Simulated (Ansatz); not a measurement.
Single points on Te₅Pb₄.

```yaml
crystal:
  periodic: [false, false, false]
  atoms:
    - {symbol: Pb, position_ang: [0.239610, -0.473152, 1.813939]}
    - {symbol: Pb, position_ang: [4.098235, 0.385144, -1.250251]}
    - {symbol: Pb, position_ang: [0.255947, 0.119379, -2.159188]}
    - {symbol: Pb, position_ang: [-3.326073, 0.534740, 0.444173]}
    - {symbol: Te, position_ang: [2.403972, 2.102900, -2.761550]}
    - {symbol: Te, position_ang: [-2.134895, -2.242188, 1.004320]}
    - {symbol: Te, position_ang: [-0.643620, 1.898180, 0.155304]}
    - {symbol: Te, position_ang: [2.084528, -1.648923, -0.418624]}
    - {symbol: Te, position_ang: [-2.977715, -0.676069, 3.171886]}
basis:
  gaussian: {orbitals: def2-SVP, initial_orbitals: start.molden}
hamiltonian: {xc: pbe, dispersion: d4}
scf: {omitted_lower_state_checks: [starts]}
output: {forces: true, orbitals: {seedname: orbitals}}
```

The file start.molden holds the orbitals of an earlier run on this structure, at another level or in another basis.

```sh
$ ansatz run in.yaml --threads 4 --pin off --events-out ev --progress --plain --max-ram 6963MiB
```

Output, abridged:

```
Functional definition: PBE
2784 factors; their error is unknown
mean field evaluation 1: about -57473.7821 eV, gradient 8.6e0 eV
mean field evaluation 2: about -57474.0075 eV, gradient 2.5e-1 eV
mean field evaluation 4: about -57473.9937 eV, gradient 9.7e-4 eV
mean field -57473.99374483 eV, -2112.1303128505 hartree, gradient 1.0e-5 eV, S^2 0.000000; 0 other end points of the search recorded, 0 dependent functions left out
reference -57473.99379128 eV, -2112.1303145573 hartree; 104, 104 occupied and 130, 130 virtual orbitals, 2784 factors
Total energy: -57475.14803421 eV, -2112.1727322028 hartree
Atom 0 at     0.239610    -0.473152     1.813939 Å, force     0.016920    -0.003050    -0.014690 eV/Å
Atom 1 at     4.098235     0.385144    -1.250251 Å, force    -0.024445     0.009904     0.003571 eV/Å
Atom 2 at     0.255947     0.119379    -2.159188 Å, force     0.020510    -0.009195    -0.002215 eV/Å
Atom 3 at    -3.326073     0.534740     0.444173 Å, force     0.003628    -0.001526     0.005439 eV/Å
Atom 4 at     2.403972     2.102900    -2.761550 Å, force    -0.001097    -0.015746    -0.000296 eV/Å
Atom 5 at    -2.134895    -2.242188     1.004320 Å, force    -0.015985     0.011627     0.005819 eV/Å
Atom 6 at    -0.643620     1.898180     0.155304 Å, force     0.001681    -0.003115     0.015714 eV/Å
Atom 7 at     2.084528    -1.648923    -0.418624 Å, force    -0.004559     0.015822     0.001858 eV/Å
Atom 8 at    -2.977715    -0.676069     3.171886 Å, force     0.003346    -0.004721    -0.015200 eV/Å
Dipole moment:    -0.131532    -0.049709     0.081022 e Å
Checks for a lower state left out: starts
```

It took 9.5 s on 4 threads of Intel Xeon on a shared host, peak host memory 0.56 GiB.

First input, but with `hamiltonian: {xc: r2scan, dispersion: d4}`, `output: {orbitals: {seedname: orbitals}}` (abridged; 16 s):

```
Functional definition: r2SCAN
mean field -57495.47048890 eV, -2112.9195686375 hartree, gradient 1.6e-5 eV, S^2 0.000000
Total energy: -57495.70363396 eV, -2112.9281365603 hartree
Checks for a lower state left out: starts
```

The first input with `hamiltonian: {xc: pbe0, dispersion: d4}`, `output: {orbitals: {seedname: orbitals}}` (abridged; 21 s):

```
Functional definition: PBE0
mean field -57472.72662602 eV, -2112.0837470930 hartree, gradient 1.8e-5 eV, S^2 0.000000
Total energy: -57473.76006958 eV, -2112.1217254432 hartree
Checks for a lower state left out: starts
```

Geometry: PBE-D4/def2-SVP.

In the def2 sets Pb, Te take a core potential; there is no spin–orbit coupling. Another isomer (singlet) lies 1.01 eV lower at PBE0-D4/def2-SVP; other spin states weren't run for this one.
